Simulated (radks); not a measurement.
Results of a calculation; reference values are marked as such.
Question: The table gives one normalised radial function P(r) = r R(r) of Cu4+ in [Ar] 3d7 (r in bohr). Code: a radial shooting solver on a logarithmic mesh with Libxc functionals. Model: scalar-relativistic Kohn-Sham, HCTH/407, spin-polarised, spherical densities, finite nucleus; open shells are filled with parallel spins first; Fermi nuclear charge, rms radius 3.8823 fm.

| r | P |
|---|---|
| 0.005656 | 0.1862 |
| 0.00719 | 0.2245 |
| 0.009067 | 0.2656 |
| 0.01153 | 0.3104 |
| 0.01454 | 0.3527 |
| 0.01848 | 0.3899 |
| 0.0233 | 0.4113 |
| 0.02963 | 0.4070 |
| 0.03766 | 0.3614 |
| 0.0475 | 0.2645 |
| 0.06038 | 0.1005 |
| 0.07614 | -0.1159 |
| 0.0968 | -0.3726 |
| 0.1231 | -0.6037 |
| 0.1552 | -0.7191 |
| 0.1973 | -0.6360 |
| 0.2488 | -0.3122 |
| 0.3163 | 0.2305 |
| 0.4021 | 0.8241 |
| 0.5071 | 1.2352 |
| 0.6446 | 1.3326 |
| 0.8129 | 1.1144 |
| 1.033 | 0.7237 |
| 1.303 | 0.3686 |
| 1.657 | 0.1350 |
| 2.106 | 0.0342 |
| 2.656 | 0.0059 |

Which n and l does it have? It may be an empty orbital.

Answer: n = 3, l = 0: the number of nodes gives n - l - 1 = 2, the rise at small r (about r^(l+1)) gives l, and the extent must fit the shell. The curve is that of 3s up; the table hardly tells the two spins apart. 3s up: eigenvalue -186.81 eV, 2 radial nodes at r = 0.0677, 0.288 bohr, <r> = 0.697 bohr, 90 % of the charge inside 1.04 bohr.
